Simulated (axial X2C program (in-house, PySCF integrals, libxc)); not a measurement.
Spin–orbit effects down a group: molecules with S (ions), CCSD(T)

All values come from calculations with an in-house all-electron X2C program for linear molecules (integrals from PySCF), spin-free (one-electron X2C) or two-component (2c: spin–orbit coupling with atomic mean-field Coulomb and Gaunt terms, which also bring small scalar terms), in Dyall basis sets with cores contracted in-house; open shells are unrestricted.

Basis sets: Be dyall-av3z, Ca dyall-acv3z, S dyall-av3z, Sr dyall-acv3z. Frozen shells (counts by l): BeS⁻ S 2s1p, Be 1s, 9 electrons correlated; CaS⁻ Ca 3s2p, S 2s1p, 9 electrons correlated; SrS⁻ Sr 4s3p1d, S 2s1p, 9 electrons correlated. Coupled cluster in natural virtuals with an MP2 remainder. Where the outer core of a metal is frozen, bonds come out longer and ionisation energies lower.

```
molecule   spin-free state  Re (Å)  ωe (cm⁻¹)  De (eV)  2c state  Re 2c (Å)  ωe 2c (cm⁻¹)  De 2c (eV)
    BeS⁻  M_S = 1/2, Λ = 0   1.820      887.6     3.48   Ω = 1/2      1.820         887.4        3.46
    CaS⁻  M_S = 1/2, Λ = 0   2.482      386.0     2.49   Ω = 1/2      2.482         386.1        2.48
    SrS⁻  M_S = 1/2, Λ = 0   2.602      324.1     2.45   Ω = 1/2      2.601         324.1        2.44
```

Problem. Work out the shifts from the spin-free to the two-component result.

Solution. 

| molecule | 2c state | ΔRe (Å) | Δωe (cm⁻¹) | ΔDe (eV) |
| --- | --- | --- | --- | --- |
| BeS⁻ | Ω = 1/2 | 0.000 | noise | -0.02 |
| CaS⁻ | Ω = 1/2 | 0.000 | noise | -0.01 |
| SrS⁻ | Ω = 1/2 | -0.001 | 0.0 | -0.01 |

Shifts of one unit in the last digit are rounding. Where the truncated virtual spaces of the two runs make Δωe unreliable it is marked noise.

Fragments in 2c: S- + Be, Ca + S-, Sr + S-. Each entry is the lowest single determinant of a limited PBE0 search at one distance. De goes to single-determinant-based atoms at the same level (for ions the charge split of lowest energy) and is withheld (n/a) where an atom does not fit its ground term or J level. Main or longest-lived isotopes.
